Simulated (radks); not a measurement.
Tm3+, configuration [Xe] 4f11 6p1 (not the ground configuration). All-electron calculation, Dirac Kohn-Sham, PBEsol, spin-unpolarised, spherical densities, point nucleus; open shells are shared between the two j in proportion to 2j + 1. Program: a radial shooting solver on a logarithmic mesh with Libxc functionals. Some entries of the table are withheld. Estimate them.

| orbital | occ. | eigenvalue (eV) | <r^2> (bohr^2) | r(max) (bohr) |
|---|---|---|---|---|
| 1s1/2 | 2 | -59241.72 | 0.0005486 | 0.01261 |
| 2s1/2 | 2 | -10028.41 | 0.008460 | 0.07209 |
| 2p1/2 | 2 | -9560.728 | 0.006092 | 0.05404 |
| 2p3/2 | 4 | -8581.185 | 0.007308 | 0.06036 |
| 3s1/2 | 2 | -2291.249 | 0.05576 | 0.2036 |
| 3p1/2 | 2 | (1) | 0.05152 | 0.1912 |
| 3p3/2 | 4 | (2) | 0.05832 | 0.2044 |
| 3d3/2 | 4 | (3) | 0.04580 | 0.1611 |
| 3d5/2 | 6 | (4) | 0.04769 | 0.1648 |
| 4s1/2 | 2 | -489.0217 | 0.2790 | 0.4645 |
| 4p1/2 | 2 | -406.2746 | 0.2905 | 0.4661 |
| 4p3/2 | 4 | -359.2182 | 0.3276 | 0.4941 |
| 4d3/2 | 4 | -222.9780 | 0.3660 | 0.4952 |
| 4d5/2 | 6 | -214.3610 | 0.3804 | 0.5042 |
| 5s1/2 | 2 | -92.5648 | 1.575 | 1.071 |
| 5p1/2 | 2 | -68.7513 | 1.924 | 1.156 |
| 5p3/2 | 4 | -61.9377 | 2.195 | 1.234 |
| 4f5/2 | 4.71429 | (5) | 0.6376 | 0.4857 |
| 4f7/2 | 6.28571 | (6) | 0.6573 | 0.4907 |
| 6p1/2 | 0.333333 | -21.4671 | 11.70 | 3.005 |
| 6p3/2 | 0.666667 | -20.3536 | 12.87 | 3.174 |

Answer. 
(1) 3p1/2 eigenvalue (eV): -2085.552
(2) 3p3/2 eigenvalue (eV): -1878.788
(3) 3d3/2 eigenvalue (eV): -1527.833
(4) 3d5/2 eigenvalue (eV): -1482.650
(5) 4f5/2 eigenvalue (eV): -48.5831
(6) 4f7/2 eigenvalue (eV): -47.2344
